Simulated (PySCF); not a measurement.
AlBFH2 (calculated)

Calculation on a computer-drawn molecule: vertical ionisation energy to the stated ion spin, frozen-core CCSD(T) at the basis limit and cheaper methods, single-reference cases, UHF for radicals, no spin-orbit; all values are single points at the evaluated structure, the first of each entry, which is the reference or a displaced copy of it and isn't optimised; the reference structure only sets the zero of the energies above reference; triples share is (T) over the correlation energy. Program: PySCF 2.14.0.

```yaml
- formula: AlBFH2
  evaluated_structure:
    atoms_angstrom:
      - [B, 1.0502, -2.9981, -0.3478]
      - [Al, -0.0807, -1.5245, -1.5655]
      - [F, -1.0502, -0.3662, -2.2299]
      - [H, 0.9136, -2.9542, 0.8551]
      - [H, 1.8721, -3.483, -1.0289]
  reference_structure:
    atoms_angstrom:
      - [B, 1.0801, -2.8664, -0.3345]
      - [Al, -0.134, -1.4328, -1.4675]
      - [F, -1.0254, -0.3798, -2.3002]
      - [H, 0.8298, -2.9507, 0.8211]
      - [H, 1.8985, -3.4527, -0.9605]
  given:
    charge: 1
    multiplicity: 1
    ion_multiplicity: 2
    diffuse_functions: "no"
    basis: "cc-pV(n+d)Z"
    reference_is: "the Hartree-Fock double-zeta minimum"
    best_is: "HF at quadruple zeta + MP2 correlation extrapolated from triple and quadruple zeta + CCSD(T) minus MP2 at triple zeta"
    basis_step_is: "the size of the change from the same recipe one zeta lower"
    drawn_bonds_atom: [1, 2, 1, 1]
    drawn_bonds_other_atom: [2, 3, 4, 5]
    drawn_bonds_order: [1, 1, 1, 1]
  results:
    triples_share_at_triple_zeta: null
    ion_T1_diagnostic_at_triple_zeta: null
    "energy_above_reference_basis_step [kcal/mol]": null
```

## Withheld values
1. Estimate the triples share at triple zeta of AlBFH2.
2. Give the missing ion T1 diagnostic at triple zeta for AlBFH2.
3. What energy above reference basis step does the calculation give for AlBFH2?

Calculated values
1. 0.02922
2. 0.02068
3. 0.1466 kcal/mol

Further results for AlBFH2:

| Quantity | Value |
| --- | --- |
| ionisation energy best | 17.7 eV |
| ionisation energy basis step | 0.02137 eV |
| energy above reference best | 3.017 kcal/mol |
| ionisation energy Koopmans at triple zeta | 17.64 eV |
| ionisation energy EOM CCSD at triple zeta | 17.7 eV |
| total energy HF triple zeta | -367.0176 hartree |
| total energy CCSD(T) triple zeta | -367.4485 hartree |
| total energy best | -367.5184 hartree |
| T1 diagnostic at triple zeta | 0.01442 |
| D1 diagnostic at triple zeta | 0.0311 |
| ion D1 diagnostic at triple zeta | 0.06359 |
| ion spin squared at triple zeta | 0.7606 |
| basis functions triple zeta | 127 |

Triple zeta:
```tsv
method	ionisation energy (eV)	energy above reference (kcal/mol)
HF	16.76	4.042
PBE	17.43	2.181
r2SCAN	17.39	2.949
B3LYP	17.65	2.803
wB97X	17.59	3.133
MP2	17.48	3.06
CCSD	17.59	3.232
CCSD(T)	17.6	3.033
```
